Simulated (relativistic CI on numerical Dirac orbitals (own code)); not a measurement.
Sensitivity of the levels of Pb²⁷⁺ to α and to the nuclear radius

Method of calculation: Dirac-Coulomb-Breit CI, separate exchange-only KLI orbitals for each configuration, derivatives by finite differences, unscaled Slater integrals, QED left out (own radial code, finite nucleus).

CI space (outside the closed core [Ar] 3d10 4p6 4d10): 4s²4f⁹, 4s4f¹⁰, 4f¹¹. Levels of other configurations are missing.

With x = (α/α₀)² − 1 an excitation energy changes as ω = ω₀ + qx; K = 2q/ω₀ is the relative enhancement. Terms are leading LS components, so labels can repeat. The field-shift factor is F = δν/δ⟨r²⟩ for the transition from the lowest level.

Lowest level 4s²4f⁹ ⁶H°15/2.

```
         Level  ω₀ (cm⁻¹)  q (cm⁻¹)       K  F (GHz/fm²)
 4s²4f⁹ ⁴F°9/2    27350.9     -2995  -0.219        0.192
4s²4f⁹ ⁶F°11/2    28345.0      7223    0.51        0.753
4s²4f⁹ ⁶H°13/2    31318.1     37650     2.4         2.41
4s²4f⁹ ⁶F°11/2    46114.3     42030    1.82         2.84
 4s²4f⁹ ⁴D°3/2    48978.6     -2536  -0.104        0.502
 4s²4f⁹ ⁶H°9/2    51712.7     43070    1.67         2.96
 4s²4f⁹ ⁶F°7/2    54146.5     36350    1.34         2.64
4s²4f⁹ ²K°15/2    56237.6     15800   0.562         1.62
 4s²4f⁹ ⁶H°7/2    57645.3     36190    1.26         2.67
 4s²4f⁹ ⁶H°5/2    61288.4     30790       1         2.43
 4s²4f⁹ ⁶F°5/2    66088.3     46710    1.41         3.34
 4s²4f⁹ ⁶F°1/2    67472.8     39600    1.17         2.99
4s²4f⁹ ⁴K°17/2    72715.4     23730   0.653          2.3
```

At this charge energies of transitions that change n are usually good to better than 1 %, and those within a shell (Δn = 0) to a few per cent. Terms inside the open d or f shell come out 10 to 20 % too wide with unscaled integrals.
